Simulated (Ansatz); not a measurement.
## Two structures, one formula

The two ends of one reaction step of SiNH4Cl3, closed shell (PBE0-D4/def2-TZVP).

A:

```xyz
9
angstrom
Si -0.8529 -0.6637 0.2187
N 0.7497 -0.0494 0.3344
Cl -1.1013 -1.2701 -1.7034
Cl -1.2053 -2.2514 1.4594
H -1.8071 0.3982 0.5706
H 0.8230 1.5189 -0.6921
Cl 0.8689 2.6451 -1.3647
H 1.4847 -0.6189 -0.0653
H 1.0404 0.2912 1.2424
```

B:

```xyz
9
angstrom
Si -0.9215 0.0644 -0.1045
N 1.1100 -0.0776 0.1259
Cl -0.5906 -1.0078 -1.8789
Cl -0.9963 -0.9760 1.7175
H -2.3860 0.1668 -0.2706
H 1.5791 0.3672 -0.6573
Cl -0.5746 2.1349 -0.0837
H 1.3863 -1.0540 0.1658
H 1.3937 0.3820 0.9859
```

Program: Ansatz 0.2.0. Basis: def2-TZVPP. Cores are frozen in the correlated methods. B3LYP uses VWN-RPA correlation.

Task: Which structure is lower at CCSD(T), and by how much? (Judge from chemistry; the value comes from the calculation.)

Result: The calculation gives: B, by 0.231 eV (electronic energy, against the other). By their contacts, A is a complex of SiNH₃Cl₂ ([NH2][SiH]([Cl])[Cl]) + HCl and B is SiNH₄Cl₃ ([NH3][SiH]([Cl])([Cl])[Cl]).

All methods give the same order:

```json
{"method": "SPW92", "E(B) − E(A) (eV)": "-0.430"}
{"method": "PBE-D4", "E(B) − E(A) (eV)": "-0.306"}
{"method": "BLYP-D4", "E(B) − E(A) (eV)": "-0.166"}
{"method": "r2SCAN-D4", "E(B) − E(A) (eV)": "-0.310"}
{"method": "B97M-V", "E(B) − E(A) (eV)": "-0.308"}
{"method": "PBE0-D4", "E(B) − E(A) (eV)": "-0.319"}
{"method": "B3LYP-D4", "E(B) − E(A) (eV)": "-0.183"}
{"method": "r2SCAN0-D4", "E(B) − E(A) (eV)": "-0.319"}
{"method": "BHLYP-D4", "E(B) − E(A) (eV)": "-0.203"}
{"method": "CAM-B3LYP-D4", "E(B) − E(A) (eV)": "-0.174"}
{"method": "wB97X-V", "E(B) − E(A) (eV)": "-0.281"}
{"method": "wB97M-V", "E(B) − E(A) (eV)": "-0.317"}
{"method": "B2PLYP", "E(B) − E(A) (eV)": "-0.173"}
{"method": "PBE-QIDH", "E(B) − E(A) (eV)": "-0.318"}
{"method": "RPA on PBE", "E(B) − E(A) (eV)": "-0.200"}
{"method": "HF", "E(B) − E(A) (eV)": "-0.002"}
{"method": "MP2", "E(B) − E(A) (eV)": "-0.286"}
{"method": "CCSD", "E(B) − E(A) (eV)": "-0.196"}
{"method": "CCSD(T)", "E(B) − E(A) (eV)": "-0.231"}
```

The T1 diagnostic stays at or below 0.009.

Labels in which every atom is bracketed show which atoms are joined, not bond orders.

For scale, one of the runs: CCSD(T)/def2-TZVPP, 255 basis functions, launched by `ansatz run in.yaml --threads 8 --pin off --events-out ev --progress --plain --max-ram 19148MiB`. Hardware: 8 CPU threads of an Arm Neoverse V1, shared host. Wall time 2 min; peak host memory 5.2 GiB.
